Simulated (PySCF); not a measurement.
SMILES C[CH](C)[Zn][CH](C)C (GFN2-xTB optimised geometry):

```
21

Zn    -0.479    -1.104     0.000
C     -2.144     0.159     0.000
C     -1.798     1.265    -0.995
C     -2.324     0.747     1.397
H     -3.093    -0.287    -0.305
H     -2.567     2.043    -0.986
H     -0.850     1.743    -0.742
H     -1.729     0.877    -2.011
H     -2.638    -0.015     2.109
H     -3.087     1.531     1.386
H     -1.398     1.196     1.761
C      1.610    -1.104     0.000
C      2.010    -0.049     1.030
C      2.100    -0.694    -1.387
H      2.099    -2.043     0.269
H      3.093     0.104     1.022
H      1.544     0.913     0.813
H      1.724    -0.351     2.037
H      1.885    -1.466    -2.125
H      3.182    -0.532    -1.378
H      1.632     0.235    -1.715
```

Computed with CAM-B3LYP/def2-SVP (PySCF).

What are the frontier orbital energies and the dipole moment?

HOMO-2 -10.42 eV, HOMO-1 -8.94 eV, HOMO -7.05 eV, LUMO 0.15 eV, LUMO+1 2.03 eV; dipole moment 1.16 D.

Meta-Löwdin charges at CAM-B3LYP/def2-SVP: Zn1 0.93, C2 -0.47, C3 -0.29, C4 -0.28, H5 0.08, H6 0.08, H7 0.08, H8 0.09, H9 0.09, H10 0.08, H11 0.08, C12 -0.47, C13 -0.29, C14 -0.28, H15 0.08, H16 0.08, H17 0.08, H18 0.09, H19 0.09, H20 0.08, H21 0.08.
